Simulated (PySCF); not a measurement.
**C4H11Al: core ionisation energies**

Species: AlH2(iBu), C₄H₁₁Al.
Structure used (PBE0-D3(BJ)/def2-SVP), in Å, numbered top down from 1:
```xyz
16
C4H11Al angstrom
Al     0.954    1.528    1.260
H      2.549    1.521    1.301
H      0.214    2.942    1.265
C     -0.066   -0.164    1.262
C     -0.423   -0.713   -0.129
C      0.829   -1.009   -0.949
C     -1.355    0.234   -0.879
H     -0.993   -0.013    1.847
H      0.526   -0.917    1.814
H     -0.964   -1.669    0.002
H      1.399   -0.084   -1.158
H      0.581   -1.462   -1.921
H      1.507   -1.695   -0.418
H     -0.869    1.209   -1.068
H     -2.272    0.436   -0.305
H     -1.650   -0.178   -1.857
```

Method: PySCF 2.14.0, delta-SCF UKS SCAN, pcX-2 on the ionised atom, pcseg-1 elsewhere, spin-free X2C. Vertical ΔSCF values, vacuum level as zero.

Problem. What binding energy does each computed site have?

Solution. 
```json
{"atom(s)": "Al1", "environment": "aluminium bonded to C and 2 H", "level": "Al 1s", "binding energy (eV)": "1566.70", "above the level's lowest (eV)": "0.00", "count": "1"}
{"atom(s)": "C5", "environment": "carbon bonded to 3 C and H", "level": "C 1s", "binding energy (eV)": "290.63", "above the level's lowest (eV)": "+1.14", "count": "1"}
{"atom(s)": "C6/C7", "environment": "carbon bonded to C and 3 H", "level": "C 1s", "binding energy (eV)": "290.54", "above the level's lowest (eV)": "+1.05", "count": "2"}
{"atom(s)": "C4", "environment": "carbon bonded to Al, C and 2 H", "level": "C 1s", "binding energy (eV)": "289.49", "above the level's lowest (eV)": "0.00", "count": "1"}
```

Lowest listed C 1s: C4, bonded to C, 2 H and Al. Highest, 1.14 eV above it: C5, bonded to 3 C and H.

Problem. Which photon energy gives electrons from C 1s of C4 a kinetic energy of 200 eV, and what is their de Broglie wavelength?

Solution. hν = 289.49 + 200 = 489.49 eV, recoil neglected; λ = 12.264 Å/√(E/eV) = 0.87 Å.

One atom of each set of topologically equivalent atoms was ionised and stands for the set; in this conformer not all members are related by symmetry, and their own values weren't computed. The structure is a single PBE0-D3(BJ)/def2-SVP conformer in the gas phase; no vibrational or solvent corrections.
